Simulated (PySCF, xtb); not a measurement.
2-methylpenta-1,4-diene (C6H10), SMILES C(C(=C)C)C=C. Other conformers were not sampled.

Harmonic wavenumbers (cm⁻¹) from GFN2-xTB run with xtb 6.7.1 at its own minimum, in rising order: 33, 64, 132, 220, 350, 414, 440, 487, 632, 711, 863, 890, 892, 922, 959, 974, 1019, 1030, 1043, 1106, 1187, 1264, 1278, 1304, 1400, 1415, 1423, 1465, 1482, 1487, 1717, 1733, 2949, 2996, 2999, 3016, 3046, 3055, 3098, 3102, 3122, 3125.

Q: What does PBE0-D3(BJ)/def2-SVP (PySCF) give at its own minimum? (The exact figures need the calculation; the answer reports its results.)

A: 45, 77, 187, 236, 365, 418, 446, 500, 648, 715, 848, 913, 923, 943, 955, 988, 1013, 1035, 1053, 1121, 1229, 1280, 1309, 1324, 1392, 1417, 1430, 1441, 1452, 1463, 1743, 1751, 3024, 3044, 3120, 3121, 3154, 3159, 3165, 3170, 3258, 3259. Paired by order, the mean absolute difference is 36 cm⁻¹ and the zero-point energies are 87.0 and 88.8 kcal/mol.
